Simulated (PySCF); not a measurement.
H₂Te, charge +1, multiplicity 2. Atoms are numbered in the order given.

```xyz
3

Te     0.0000     0.0000    -0.0442
H      0.0000    -1.1873     1.1485
H      0.0000     1.1873     1.1485
```
Charge +1, spin multiplicity 2.

Coordinates come from a PBE-D3(BJ)/def2-TZVPD optimisation. The multiplicity is an assumed one; other spin states were not compared. The def2 effective core potentials stand for the cores of Te; spin–orbit coupling is left out.

Computed with PBE-D3(BJ)/def2-TZVPD (PySCF).

Frequencies are harmonic and unscaled.

Give all harmonic wavenumbers and intensities. (Estimate from the structure and the level; the computed values follow.)


| mode | ν (cm⁻¹) | IR (km/mol) | moving atoms (share of kinetic energy) |
|---|---|---|---|
| 1 | 849 | 0.9 | H 99 % |
| 2 | 2049 | 2.9 | H 99 % |
| 3 | 2055 | 6.0 | H 99 % |
